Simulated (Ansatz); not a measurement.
The inner images of a band of ClGaH2 + FH (6 atoms, charge 0, multiplicity 1) are given out of order.

Theory: Ansatz 0.2.0, RKS revPBE/def2-SVP.

First end point:

```xyz
6
Properties=species:S:1:pos:R:3
Ga 0.215 0.193 0.242
H 0.135 1.138 1.492
H 1.324 -0.082 -0.834
Cl -1.842 -0.489 -0.452
F 0.031 -1.823 1.205
H -0.838 -1.825 0.764
```

Last end point:

```xyz
6
Properties=species:S:1:pos:R:3
Ga -0.009 -0.772 -0.610
H -0.189 0.574 2.469
H 1.277 0.034 -0.967
Cl -1.980 -0.398 -1.413
F 0.058 -2.139 0.519
H -0.130 -0.187 2.419
```

Put them in order from the first end to the last, with their energies above the first end.
A.
```xyz
6
Properties=species:S:1:pos:R:3
Ga -0.014 0.079 -0.040
H -0.132 0.631 1.449
H 1.281 -0.074 -0.916
Cl -1.942 -0.053 -1.077
F 0.014 -1.962 1.099
H -0.181 -1.509 1.903
```
B.
```xyz
6
Properties=species:S:1:pos:R:3
Ga -0.019 -0.585 -0.244
H -0.197 0.314 1.787
H 1.297 0.063 -0.777
Cl -2.000 -0.173 -1.016
F 0.068 -2.044 0.818
H -0.122 -0.463 1.850
```
C.
```xyz
6
Properties=species:S:1:pos:R:3
Ga -0.054 -0.271 -0.110
H -0.148 0.214 1.605
H 1.301 0.000 -0.835
Cl -2.021 -0.125 -1.010
F 0.026 -1.883 1.100
H -0.078 -0.823 1.668
```
D.
```xyz
6
Properties=species:S:1:pos:R:3
Ga -0.002 -0.735 -0.427
H -0.227 0.506 2.053
H 1.290 0.063 -0.784
Cl -1.993 -0.247 -1.116
F 0.085 -2.228 0.532
H -0.126 -0.247 2.159
```
E.
```xyz
6
Properties=species:S:1:pos:R:3
Ga 0.121 0.194 0.071
H 0.043 0.938 1.459
H 1.335 -0.057 -0.894
Cl -1.878 -0.149 -0.812
F 0.139 -1.886 1.120
H -0.733 -1.929 1.472
```

E (+0.18 eV), A (+0.24 eV), C (+0.60 eV), B (-0.12 eV), D (-0.30 eV).

Time of the run: 120 s on 1 thread of Intel(R) Xeon(R) Platinum 8259CL CPU @ 2.50GHz (Skylake/Cascade Lake), on a shared host, peak memory 0.16 GiB.
